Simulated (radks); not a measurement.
The numbers below are computed, except where a source is named.
Charge is removed step by step from the 1s down level of B3+, starting from 1s(up 1, down 1). Code: a radial shooting solver on a logarithmic mesh with Libxc functionals. Model: non-relativistic Kohn-Sham, BLYP, spin-polarised, spherical densities, point nucleus.

removed (e)  E - E(0) (eV)  eigenvalue (eV)
0                    0.000          -231.84
0.1                 23.481          -237.76
0.2                 47.550          -243.62
0.3                 72.201          -249.38
0.4                 97.423          -255.04
0.5                 123.20          -260.54
0.6                 149.52          -265.84
0.7                 176.36          -270.89
0.8                 203.69          -275.56
0.9                 231.45          -279.42

The mean slope of the eigenvalue, de/dn, is 52.9 eV per electron.
